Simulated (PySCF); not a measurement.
Ru (ruthenium, neutral): UHF calculation

Configuration: [Kr] 4d7 5s1, high-spin 5F determinant. Computed with PySCF 2.14 in def2-TZVP with the def2 core potential (28 electrons) (6s4p3d1f, 40 functions), with a scalar-relativistic core potential.

```
Total energy             : -94.121142 hartree
One-electron energy      : -165.1826 hartree
Hartree (Coulomb) energy : 80.5738 hartree
Exchange energy          : -9.5123 hartree
⟨S²⟩                     : 6.0031
⟨L²⟩                     : 12.041
Sum of ⟨r⟩               : 24.19 bohr
Sum of ⟨r²⟩              : 49.20 bohr²
Time after the integrals : 0.1 s of wall time on 1 thread of Intel(R) Xeon(R) 6975P-C (shared host)
```

| shell | electrons | mean orbital energy (eV) | spread (eV) | rms radius, mean of both spins (bohr) |
| --- | --- | --- | --- | --- |
| 4s α | 1 | -97.337 | 0 | 1.10 |
| 4s β | 1 | -92.405 | 0 | 1.10 |
| 4p α | 3 | -62.471 | 0 | 1.22 |
| 4p β | 3 | -56.290 | 0 | 1.22 |
| 4d α | 5 | -11.446 | 1.015 | 1.82 |
| 4d β | 2 | -8.887 | 0 | 1.82 |
| 5s α | 1 | -6.458 | 0 | 3.82 |

Energies and moments cover only the electrons outside the core potential.
